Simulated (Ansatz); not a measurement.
`[SiH3][SiH2][N]1[CH2][AlH]1` + CH₃OH → `CO[SiH2][SiH3]` + `[CH2]1[NH][AlH]1`  (ligand exchange at the Si–N bond)

Calculated with Ansatz (gas phase, PBE0-D4/def2-TZVP geometries, no zero-point term in ΔE). CCSD(T)/CBS is the MP2 limit (def2-TZVPP, def2-QZVPP) plus CCSD(T) − MP2 in def2-TZVPP, frozen cores. This one scheme is used for every species. Functionals use def2-TZVPP. B3LYP here is the variant with VWN-RPA as its local correlation; programs differ in this. One conformer a species, not always the lowest.

`[SiH3][SiH2][N]1[CH2][AlH]1`:

Cartesian coordinates in Å:
```
Si 0.448 0.748 -2.093
Si -0.101 -1.031 -0.660
N -0.498 -0.480 0.911
C 0.470 0.296 1.809
Al -1.298 -0.070 2.405
H 1.595 1.538 -1.562
H 0.827 0.249 -3.445
H -0.707 1.678 -2.250
H -1.271 -1.766 -1.221
H 1.064 -1.968 -0.634
H 0.774 1.265 1.409
H 1.340 -0.282 2.127
H -2.643 -0.177 3.204
```

CH₃OH:

```xyz
6

C    -0.064    0.336    0.098
O     0.001   -1.064    0.236
H    -0.446    0.733    1.039
H    -0.746    0.646   -0.704
H     0.921    0.785   -0.086
H     0.334   -1.436   -0.583
```

`CO[SiH2][SiH3]`:

Cartesian coordinates in Å:
```
C -0.647 -2.045 0.805
O -0.022 -1.047 0.031
Si -0.256 0.559 0.312
Si 1.020 1.723 -1.263
H -0.335 -3.019 0.425
H -1.740 -1.977 0.737
H -0.358 -1.973 1.860
H -1.705 0.904 0.195
H 0.154 0.910 1.706
H 0.842 3.186 -1.051
H 0.585 1.385 -2.644
H 2.463 1.394 -1.116
```

`[CH2]1[NH][AlH]1`:

```xyz
7

C     0.440   -0.196   -0.696
N     0.086   -0.520    0.732
Al   -0.795    0.890    0.292
H     1.479    0.096   -0.867
H     0.118   -0.932   -1.437
H     0.490   -1.314    1.198
H    -1.819    1.976    0.778
```

```csv
level,ΔE (kJ/mol),difference from CCSD(T)/CBS
PBE-D4,-10.8,2.4
r2SCAN-D4,-14.7,-1.5
PBE0-D4,-10.5,2.7
B3LYP-D4,-14.4,-1.2
ωB97X-V,-16.8,-3.6
ωB97M-V,-15.6,-2.4
B2PLYP,-17.8,-4.6
PBE,-15.1,-1.9
r2SCAN,-16.0,-2.8
PBE0,-14.5,-1.3
B3LYP,-21.2,-8.0
HF/def2-TZVPP,-22.1,-8.9
MP2/def2-TZVPP,-10.5,2.7
SCS-MP2/def2-TZVPP,-13.7,-0.5
CCSD/def2-TZVPP,-14.5,-1.3
CCSD(T)/def2-TZVPP,-12.6,0.6
HF/def2-QZVPP,-22.6,-9.4
MP2/def2-QZVPP,-11.0,2.2
SCS-MP2/def2-QZVPP,-14.1,-0.9
HF/CBS(def2),-22.6,-9.4
MP2/CBS(def2),-11.1,2.1
CCSD/CBS(def2),-15.1,-1.9
CCSD(T)/CBS,-13.2,0
```

Largest T1 diagnostic among the species: 0.015.

The D4 term adds +6.8 kJ/mol with B3LYP and +4.0 kJ/mol with PBE0; it sums over pairs of atoms, weighted by their polarisabilities, and B3LYP, whose exchange is more repulsive, gets the larger term. In def2-TZVPP, CCSD(T) changes the Hartree–Fock value by +9.5 kJ/mol (the triples alone add +1.9 kJ/mol) and MP2 by +11.6 kJ/mol.
